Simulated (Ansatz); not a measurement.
Ansatz (a quantum-chemistry and plane-wave program) input (B3LYP-D3(BJ)/def2-TZVP):

Ansatz 0.2 input:
```yaml
crystal:
  periodic: [false, false, false]
  atoms:
    - {symbol: C, position_ang: [-1.39636250, 0.24138665, 0.22731029]}
    - {symbol: C, position_ang: [-0.48509937, -0.99828877, 0.31464331]}
    - {symbol: C, position_ang: [0.69137746, -0.07896357, 0.14795068]}
    - {symbol: C, position_ang: [-0.17126761, 1.13590216, -0.04400455]}
    - {symbol: N, position_ang: [1.82222741, -0.37479411, -0.62423341]}
    - {symbol: H, position_ang: [-1.91792650, 0.47364593, 1.15322930]}
    - {symbol: H, position_ang: [-2.11494124, 0.21016235, -0.58809670]}
    - {symbol: H, position_ang: [-0.62464361, -1.72242573, -0.49412358]}
    - {symbol: H, position_ang: [-0.53003169, -1.53927806, 1.26336485]}
    - {symbol: H, position_ang: [-0.01831717, 1.94208075, 0.67803646]}
    - {symbol: H, position_ang: [-0.14044519, 1.57124795, -1.04781320]}
    - {symbol: H, position_ang: [2.25343752, -1.25679539, -0.38226685]}
    - {symbol: H, position_ang: [2.49307158, 0.38097264, -0.65874861]}
basis:
  gaussian:
    orbitals: def2-TZVP
hamiltonian:
  xc: b3lyp
  dispersion: d3bj
magnetization: {spin_polarized: true, initial_magnetization: 1}
relax: {f_tol: 0.002, max_steps: 150}
```

End of the output:

```
these checks for a lower state are left out or cut short: starts, cluster_reference, orbital_swaps, neighbouring_geometries, increment
integrals: 0.11 GiB planned
1227 factors; their error is unknown
mean field: 1.35 GiB planned
mean field -5768.64750032 eV, -211.9938855070 hartree, gradient 2.3e-5 eV, S^2 0.753781; 0 other end points of the search recorded, 0 dependent functions left out
the calculation of the forces begins
reference -5768.64778160 eV, -211.9938958438 hartree; 20, 19 occupied and 183, 184 virtual orbitals, 1227 factors
relax step  10: F+E_penalty+E_count = -5769.07185571 eV  Δ(F+E_penalty+E_count) = -3.482e-6 eV  max|allowed force component| = 1.765e-3 eV/Å  Δτ_max = 0.0015 Å  (35 SCF iters, accepted)
integrals: 0.11 GiB planned
1227 factors; their error is unknown
mean field: 1.35 GiB planned
mean field evaluation 96: about -5768.6784 eV, gradient 3.3e-1 eV
mean field -5768.64750032 eV, -211.9938855070 hartree, gradient 2.3e-5 eV, S^2 0.753781; 1 other end points of the search recorded, 0 dependent functions left out
the calculation of the forces begins
reference -5768.64778160 eV, -211.9938958438 hartree; 20, 19 occupied and 183, 184 virtual orbitals, 1227 factors
Total energy: -5769.07213698 eV, -212.0094906166 hartree
Atom 0 at    -1.404977     0.256245     0.308444 Å, force    -0.000347     0.000138     0.000445 eV/Å
Atom 1 at    -0.504667    -1.013266     0.231459 Å, force     0.001479    -0.000243    -0.000430 eV/Å
Atom 2 at     0.670546    -0.081845     0.111108 Å, force     0.000629     0.000037     0.001269 eV/Å
Atom 3 at    -0.190019     1.128569    -0.128675 Å, force     0.001583    -0.000461    -0.000479 eV/Å
Atom 4 at     1.882872    -0.364809    -0.512402 Å, force    -0.001765     0.000255    -0.000379 eV/Å
Atom 5 at    -1.742374     0.475897     1.320014 Å, force     0.000237     0.000039     0.000392 eV/Å
Atom 6 at    -2.262306     0.269457    -0.362031 Å, force     0.000213    -0.000129    -0.000561 eV/Å
Atom 7 at    -0.686770    -1.605462    -0.677053 Å, force    -0.000616    -0.000150     0.000067 eV/Å
Atom 8 at    -0.535727    -1.694028     1.087075 Å, force    -0.000062    -0.000278    -0.000519 eV/Å
Atom 9 at     0.010972     2.027442     0.461331 Å, force     0.000037     0.000118    -0.000535 eV/Å
Atom 10 at    -0.241646     1.424467    -1.186515 Å, force    -0.000591     0.000357    -0.000066 eV/Å
Atom 11 at     2.313301    -1.230759    -0.217250 Å, force    -0.000344     0.000764     0.000298 eV/Å
Atom 12 at     2.551875     0.392945    -0.490257 Å, force    -0.000453    -0.000447     0.000498 eV/Å
Dipole moment:     0.215414    -0.022380     0.055130 e Å
```

It need not be the lowest isomer of its formula.
